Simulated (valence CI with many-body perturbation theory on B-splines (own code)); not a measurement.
## Energy levels of Se13+

Computed by relativistic CI+MBPT: three valence electrons over a frozen Dirac-Fock core [Ar], radial functions for each j: 7 s, 7 p, 8 d, 6 f, 4 g, 1 h, with the one-electron correlation potential Σ1 (screened to all orders), the two-electron term Σ2, the three-electron term Σ3, Breit, model QED; selected single and double excitations, second order for the rest, scaled by the run's own slope (own B-spline code, finite nucleus).

No measured levels were compared; by estimate terms of the open shell hold to 2 to 4 % of their energy, and close levels can change places. The list stops below the first excitations out of the core. Only levels of the ground parity were solved; by the run's estimate the other parity begins above the list, which can be wrong where configurations are misplaced.

Levels 1 to 19 of 19, with energies above the lowest level, 3d3 4F_3/2. "Leading %" is the weight of the configuration and term that name the level; weights of strongly mixed levels are sums over their largest components and can fall short. Lifetimes count E1, E2, E3, M1 and M2 decay at the calculated energies, and are blank where another channel may lead or the interval is too uncertain; long ones can be off by a factor of two.

```csv
No.,Configuration,Term,J,E (cm⁻¹),Leading %,Lifetime,Second component
1,3d3,4F,3/2,0.0,98,,
2,3d3,4F,5/2,3966,99,376 ms,
3,3d3,4F,7/2,8638,99,229 ms,
4,3d3,4F,9/2,13589,96,311 ms,
5,3d3,4P,3/2,38274,78,103 ms,17 % 3d3 2P
6,3d3,4P,1/2,38726,92,1.40 s,8 % 3d3 2P
7,3d3,2G,7/2,43437,98,21.6 ms,
8,3d3,4P,5/2,45039,98,161 ms,
9,3d3,2G,9/2,46216,73,16.9 ms,24 % 3d3 2H
10,3d3,2D,3/2,53942,55,7.68 ms,26 % 3d3 2P
11,3d3,2P,1/2,56845,92,26.3 ms,8 % 3d3 4P
12,3d3,2H,9/2,61428,76,21.3 ms,23 % 3d3 2G
13,3d3,2H,11/2,61941,100,80.1 ms,
14,3d3,2D,5/2,64089,97,9.59 ms,
15,3d3,2P,3/2,68189,57,8.72 ms,38 % 3d3 2D
16,3d3,2F,7/2,93277,99,17.3 ms,
17,3d3,2F,5/2,95015,98,24.5 ms,
18,3d3,2D,5/2,143900,98,3.04 ms,
19,3d3,2D,3/2,145520,100,,
```

Names give the largest LS component (configuration and term), which can be under half, so a name can repeat, a term be missing and a line seem to break the LS rules; names also repeat where a configuration has a term twice.

The ionisation energy to 3d2 3F_2 of the next ion comes out as 427.21 eV (NIST: 426 ± 3 eV (theoretical)). All 19 levels together are meant to be complete up to 585720 cm⁻¹.
